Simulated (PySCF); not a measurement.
CH5FO2Si2, SMILES F[Si@H]1OC[SiH2]O1.

Coordinates come from a B3LYP-D3(BJ)/def2-SVP optimisation. The structure was generated by enumeration; whether it is a known compound was not checked. Other conformers were not sampled.

Computed with TDA-PBE/def2-SVPD (PySCF).

Vertical excitations. Gas-phase values at a fixed geometry.

Computed excitation energies, oscillator strengths and character:
| state | energy (eV) | λ (nm) | f | main pairs |
|---|---|---|---|---|
| S1 | 5.96 | 208 | 0.006 | HOMO→LUMO 95 % |
| S2 | 6.28 | 197 | 0.015 | HOMO−1→LUMO 94 % |
| S3 | 6.80 | 182 | 0.004 | HOMO→LUMO+1 79 %, HOMO−2→LUMO 19 % |
| S4 | 6.82 | 182 | 0.003 | HOMO−2→LUMO 79 %, HOMO→LUMO+1 18 % |
| S5 | 7.10 | 175 | 0.006 | HOMO−1→LUMO+1 92 % |
| S6 | 7.15 | 173 | 0.014 | HOMO→LUMO+2 93 % |
| S7 | 7.40 | 168 | 0.009 | HOMO−1→LUMO+2 95 % |
| S8 | 7.47 | 166 | 0.011 | HOMO−3→LUMO 67 %, HOMO→LUMO+3 30 % |
| S9 | 7.55 | 164 | 0.017 | HOMO→LUMO+4 48 %, HOMO→LUMO+3 22 %, HOMO−3→LUMO 17 %, HOMO−1→LUMO+3 9 % |
| S10 | 7.59 | 163 | 0.045 | HOMO→LUMO+4 40 %, HOMO→LUMO+3 34 %, HOMO−3→LUMO 11 %, HOMO−1→LUMO+4 10 % |
| T1 | 5.68 | 218 | 0 | HOMO→LUMO 95 % |
| T2 | 5.96 | 208 | 0 | HOMO−1→LUMO 94 % |
| T3 | 6.52 | 190 | 0 | HOMO−2→LUMO 97 % |
| T4 | 6.64 | 187 | 0 | HOMO→LUMO+1 97 % |
Triplets are in the Tamm–Dancoff approximation.
